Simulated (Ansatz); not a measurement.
Consider the redistribution: `BCB(C)Cl` + `[SiH3][NH][GeH3]` → `C[B](Cl)[GeH3]` + `BCN[SiH3]`.

Isolated molecules relaxed with PBE0-D4/def2-TZVP in Ansatz; ΔE leaves out vibrations. CCSD(T)/CBS adds triple-zeta CCSD(T) − MP2 to the extrapolated MP2 energy (def2 sets, frozen cores). Functionals use def2-TZVPP. For Ge outer-core shells are correlated without core-valence functions, which leaves a few kJ/mol of doubt a bond. Scalar relativity is left out up to krypton. Each species was taken in one conformer, which may not be the lowest.

```csv
species,ωB97X-V energy (Eh)
`BCB(C)Cl`,-590.32238
`[SiH3][NH][GeH3]`,-2425.25645
`C[B](Cl)[GeH3]`,-2603.56374
`BCN[SiH3]`,-411.96936
```

Task: Work out ΔE.

Result: ΔE = (-2603.56374) + (-411.96936) − (-590.32238) − (-2425.25645) = 0.04573 Eh = +1.24 eV. CCSD(T)/CBS gives +1.28 eV.

Largest T1 diagnostic among the species: 0.012.

From PBE to PBE0 (25 % exact exchange), in def2-TZVPP and without D4, ΔE moves by +0.07 eV.
